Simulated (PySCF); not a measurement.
Which orbitals make which state

Compound: C₅H₁₀N₂Si.
SMILES: `C#C[Si@H]1NCCN1C`

The calculation used PySCF, TDDFT wB97X-D/def2-SVPD, vertical, gas phase, core orbitals frozen in the response. Geometry: PBE0-D3(BJ)/def2-SVP, one conformer, isolated molecule.

Orbital energies (eV): HOMO-3 -10.18, HOMO-2 -9.96, HOMO-1 -8.81, HOMO -8.08, LUMO 1.46, LUMO+1 2.02, LUMO+2 2.38.

Computed singlets:

```json
{"state": "S1", "E (eV)": "5.37", "f": "0.0080"}
{"state": "S2", "E (eV)": "5.84", "f": "0.0039"}
{"state": "S3", "E (eV)": "5.89", "f": "0.019"}
{"state": "S4", "E (eV)": "6.03", "f": "0.0088"}
{"state": "S5", "E (eV)": "6.31", "f": "0.0008"}
{"state": "S6", "E (eV)": "6.36", "f": "0.0079"}
```

Task: Which orbital pair leads each of S1 and S2, and how does its energy difference Δε compare with the excitation energy?

Result: 

| state | leading configuration | weight | Δε (eV) | E (eV) | E − Δε (eV) | f | other configurations |
| --- | --- | --- | --- | --- | --- | --- | --- |
| S1 | HOMO→LUMO | 0.92 | 9.54 | 5.37 | -4.17 | 0.0080 | – |
| S2 | HOMO-2→LUMO | 0.71 | 11.43 | 5.84 | -5.59 | 0.0039 | H-1→L (10%) |

E − Δε runs from -5.59 to -4.17 eV. Among themselves, these states come in the order of their orbital differences.

H and L stand for HOMO and LUMO. The other states: S3 5.89 eV, f 0.019, H-1→L (51%), H→L+1 (33%); S4 6.03 eV, f 0.0088, H→L+1 (48%), H-1→L (26%), H-2→L (14%); S5 6.31 eV, f 0.0008, H-3→L (34%), H-1→L+1 (20%), H-2→L+1 (18%); S6 6.36 eV, f 0.0079, H-3→L+1 (24%), H→L+2 (18%), H-3→L (12%).

Summed over the main configurations (up to three a state, each over 8%) of all 6 singlets, the electron leaves HOMO with weight 1.91, HOMO-1 with weight 1.07, HOMO-2 with weight 1.03 and HOMO-3 with weight 0.70.
